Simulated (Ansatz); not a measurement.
Computed with Ansatz on PBE0-D4/def2-TZVP structures; ΔE is electronic, products minus reactants. CCSD(T)/CBS is the MP2 limit (def2-TZVPP, def2-QZVPP) plus CCSD(T) − MP2 in def2-TZVPP, frozen cores. This one scheme is used for every species, atoms too. DFT in def2-TZVPP. B3LYP here is the variant with VWN-RPA as its local correlation; programs differ in this. HSE06 is defined as in plane-wave codes. Open shells (•) are unrestricted, without spin–orbit coupling. Spin–orbit coupling would lower the free atoms: strongly for Sn. def2 core potentials past Kr. For Sn outer-core shells are correlated without core-valence functions, so the limit isn't a true one: a few kJ/mol of doubt a bond, and 10 to 20 or more in all where bonds break to atoms.

Consider the atomization: `[SnH4]` → 4 H• + Sn•.

`[SnH4]`:

Cartesian coordinates in Å:
```
Sn 0.000 0.000 0.000
H -0.783 -1.369 -0.643
H 0.633 -0.377 1.536
H -1.118 1.278 0.144
H 1.268 0.469 -1.037
```

```tsv
level	ΔE (kJ/mol)	difference from CCSD(T)/CBS
LDA (SPW92)	1209.6	104.9
PBE-D4	1057.0	-47.7
revPBE-D4	1043.3	-61.4
BLYP-D4	1070.8	-33.9
r2SCAN-D4	1082.6	-22.1
B97M-V	1132.4	27.7
PBE0-D4	1061.0	-43.7
B3LYP-D4	1089.7	-15.0
r2SCANh-D4	1080.9	-23.8
r2SCAN0-D4	1078.9	-25.8
CAM-B3LYP-D4	1101.6	-3.1
ωB97X-V	1108.8	4.1
ωB97M-V	1091.6	-13.1
B2PLYP	1071.6	-33.1
PBE-QIDH	1063.3	-41.4
PBE	1052.1	-52.6
revPBE	1028.1	-76.6
BLYP	1059.7	-45.0
r2SCAN	1081.5	-23.2
PBE0	1056.9	-47.8
B3LYP	1081.6	-23.1
r2SCANh	1079.7	-25.0
r2SCAN0	1077.7	-27.0
HSE06	1056.0	-48.7
BHLYP	1077.7	-27.0
CAM-B3LYP	1097.5	-7.2
MP2/def2-SVP	982.6	-122.1
CCSD/def2-SVP	1021.5	-83.2
CCSD(T)/def2-SVP	1026.2	-78.5
HF/def2-TZVPP	801.2	-303.5
MP2/def2-TZVPP	1027.6	-77.1
CCSD/def2-TZVPP	1081.4	-23.3
CCSD(T)/def2-TZVPP	1087.9	-16.8
HF/def2-QZVPP	802.8	-301.9
MP2/def2-QZVPP	1037.7	-67.0
SCS-MP2/def2-QZVPP	1074.8	-29.9
CCSD(T)/def2-QZVPP	1100.8	-3.9
HF/CBS(def2)	803.1	-301.6
MP2/CBS(def2)	1044.3	-60.4
CCSD/CBS(def2)	1098.2	-6.5
CCSD(T)/CBS	1104.7	0
```

Largest T1 diagnostic among the species: 0.013.

In def2-TZVPP, CCSD(T) changes the Hartree–Fock value by +286.7 kJ/mol (the triples alone add +6.5 kJ/mol) and MP2 by +226.3 kJ/mol; breaking electron pairs costs correlation energy, which Hartree–Fock lacks. From PBE to PBE0 (25 % exact exchange), in def2-TZVPP and without D4, ΔE moves by +4.8 kJ/mol. Leaving LDA and LC-ωPBE aside and taking each functional with its dispersion term where it has one, the values spread over 89.2 kJ/mol, from revPBE-D4 to B97M-V. LDA lies +157.6 kJ/mol from PBE without D4, its usual overbinding.

For atomizations the MP2-based limit and the directly extrapolated one differ by several kJ/mol either way, and by 10 to 25 for some Ge, Se and Sn compounds, so smaller differences from it don't rank the levels.
